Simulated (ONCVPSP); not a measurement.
## antimony, ONCV: configuration errors across variants

* Element: Sb (Z = 51)
* Generator: ONCVPSP 4.0.1
* Type: optimised norm-conserving Vanderbilt (ONCV)
* Functional: BLYP
* Relativity: scalar-relativistic
* Frozen core: [Ar] 3d10
* Valence charge: 23
* Reference configuration: 4s2 4p6 4d10 5s1 5p4
* Partial waves: 4s+5s: rc 1.40 bohr, ncon 4, nbas 8, qcut 6.5 1/bohr, 2 projectors; 4p+5p: rc 1.20 bohr, ncon 4, nbas 7, qcut 10.5 1/bohr, 3 projectors, debl 1.2 Ha; 4d: rc 1.40 bohr, ncon 4, nbas 9, qcut 11.4 1/bohr, 2 projectors, debl 1.4 Ha
* Local potential: polynomial inside 1.00 bohr (lpopt 4, dvloc0 2 Ha)
* Core correction: none

All-electron excitation energies from the reference (eV): (1) 4s2 4p6 4d10 5s2 5p3 -8.161; (2) 4s2 4p6 4d10 5s2 5p2 0.036; (3) 4s2 4p6 4d10 5s2 5p1 15.948; (4) 4s2 4p6 4d10 5s2 5p2.5 -4.965.

A true bound ghost makes a file unfit for plane-wave use even where its test errors are small: the radial tests pick states by their node count and pass the ghost by.

Errors AE − PS in meV (a dash: test not solved or not reliable):

```csv
change,(1),(2),(3),(4),bound ghosts,GHOST(+) flags above zero
base,+0.2,-1.1,-3.5,-0.3,none,p
"all radii scaled by about 0.77 (s 1.08, p 0.92, d 1.08 bohr); local potential polynomial inside 0.78 bohr (lpopt 4, dvloc0 2 Ha)",+0.2,-1.0,-3.5,-0.2,p,s
"all radii scaled by about 0.85 (s 1.20, p 1.02, d 1.20 bohr); local potential polynomial inside 0.86 bohr (lpopt 4, dvloc0 2 Ha)",+0.3,-0.8,-3.0,-0.1,none,"s, p"
"all radii scaled by about 0.90 (s 1.26, p 1.08, d 1.26 bohr); local potential polynomial inside 0.90 bohr (lpopt 4, dvloc0 2 Ha)",+0.4,-0.7,-2.9,0.0,none,p
"all radii scaled by about 1.05 (s 1.48, p 1.26, d 1.48 bohr); local potential polynomial inside 1.06 bohr (lpopt 4, dvloc0 2 Ha)",+0.3,-0.8,-2.9,-0.1,none,none
"all radii scaled by about 1.13 (s 1.58, p 1.36, d 1.58 bohr); local potential polynomial inside 1.14 bohr (lpopt 4, dvloc0 2 Ha)",+0.6,-0.7,-3.0,+0.1,none,none
"all radii scaled by about 1.19 (s 1.66, p 1.42, d 1.66 bohr); local potential polynomial inside 1.18 bohr (lpopt 4, dvloc0 2 Ha)",+0.3,-0.9,-3.3,-0.2,none,none
"all radii scaled by about 1.30 (s 1.82, p 1.56, d 1.82 bohr); local potential polynomial inside 1.30 bohr (lpopt 4, dvloc0 2 Ha)",+0.1,-1.1,-3.2,-0.4,none,none
```

(1) Give the same row for: all radii scaled by about 1.26 (s 1.76, p 1.52, d 1.76 bohr); local potential polynomial inside 1.26 bohr (lpopt 4, dvloc0 2 Ha).

Results:

(1) +0.1, -1.2, -3.5, -0.4; bound ghosts: none; GHOST(+) flags above zero: none.
